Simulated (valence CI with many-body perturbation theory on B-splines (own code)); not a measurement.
# Questions on Yb⁴⁹⁺

Computed by relativistic CI+MBPT: three valence electrons over a frozen Dirac-Fock core [Ar], radial functions for each j: 7 s, 7 p, 8 d, 6 f, 4 g, 1 h, with the one-electron correlation potential Σ1 (screened to all orders), the two-electron term Σ2, the three-electron term Σ3, Breit, model QED; selected single and double excitations, second order for the rest, scaled by the run's own slope (own B-spline code, finite nucleus).

No measured spectrum was set against this ion. As an estimate, large intervals hold to a few tenths of a per cent, small ones and those within an open d or f shell to about a per cent. Only levels of the ground parity were solved; by the run's estimate the other parity begins above the list, which can be wrong where configurations are misplaced.

Levels are named by their leading jj configuration (3d3/2^4 stands for four electrons in 3d with j = 3/2), which in mixed levels can hold well under half, so a name can repeat and another be missing.

Rates and lifetimes use the calculated energies. Strong lines usually hold to 10 to 20 %, long lifetimes can be off by a factor of two.

Problem. What is the ground level?

Solution. (3d3/2^3) J=3/2, composition 46 % 3d3 4F + 38 % 3d3 2D + 11 % 3d3 2P, g = 0.706.

Problem. What is the ionisation energy?

Solution. 4365 eV; NIST lists 4364 ± 4 eV (theoretical).

Problem. How well does LS coupling describe the low levels?

Solution. Among the lowest 19 levels the leading LS term, summed over configurations, holds 57 % on average. For single configurations the figures are 57 % in LS and 97 % in jj coupling. Terms mix most in the J = 3/2 level at 443980 cm⁻¹, where the leading one holds 38 %.
